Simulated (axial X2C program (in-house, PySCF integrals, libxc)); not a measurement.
# Potential curves of TeC⁻, with spin–orbit coupling

All values were computed with an in-house all-electron X2C program for linear molecules (integrals from PySCF). Two-component (2c) means X2C with spin–orbit coupling and atomic mean-field two-electron Coulomb and Gaunt terms. Basis: Te dyall-acv3z [12s13p9d5f1g], C dyall-av3z [8s7p3d2f] (cores contracted in-house); Gaussian nuclei, density fitting, unrestricted open shells. Masses: Te 129.906 u, C 12.000 u.

State: Ω = 1/2 (⟨Sz⟩ = -0.50, ⟨Lz⟩ = 1.00 at BP86). Energies in kJ/mol from the fragments at the same level (Te- + C). Fits are polynomials in 1 − R0/R over 0.85 to 1.23 times the lowest point R0.

| R (Å) | BP86 | PBE0 |
| --- | --- | --- |
| 1.7426 | -289.39 | -261.19 |
| 1.8227 | -344.96 | -314.78 |
| 1.8828 | -369.42 | -337.44 |
| 1.9429 | -382.89 | -348.95 |
| 2.0030 | -387.99 | -351.96 |
| 2.0731 | -386.03 | -347.51 |
| 2.1432 | -377.93 | -336.93 |
| 2.2333 | -361.47 | -317.45 |
| 2.3435 | -336.00 | -288.79 |
| 2.5038 | -295.16 | -245.10 |

Occupations by symmetry block were frozen at the best pattern of an incomplete PBE0 search. De is counted from the lowest determinant-based energies of the atoms at the same level, without counterpoise correction. Density functionals use the spin component along the axis (collinear). In 2c an atomic determinant is not the ground J level, so De misses part of the atomic spin–orbit lowering. This holds for BP86, PBE0. The functionals have no current-density term, which raises determinants with orbital currents, atoms included. The highest occupied level of some functionals is positive through self-interaction error; at Hartree–Fock it is bound. The determinant is spin-polarised beyond a pure state at some levels (its spin-free form has ⟨S²⟩ too high), which makes Re and μ there less reliable.

(1) What are Re, ωe and De at the BP86 level?

(2) What are Re, ωe and De at the PBE0 level?

Results:

(1) At BP86, 2c: Re = 2.019 Å, ωe ≈ 644 cm⁻¹, De = 4.02 eV to Te- + C; Be follows as 0.376 cm⁻¹.

(2) At PBE0, 2c: Re = 1.998 Å, ωe ≈ 680 cm⁻¹, De = 3.65 eV to Te- + C; Be follows as 0.384 cm⁻¹.
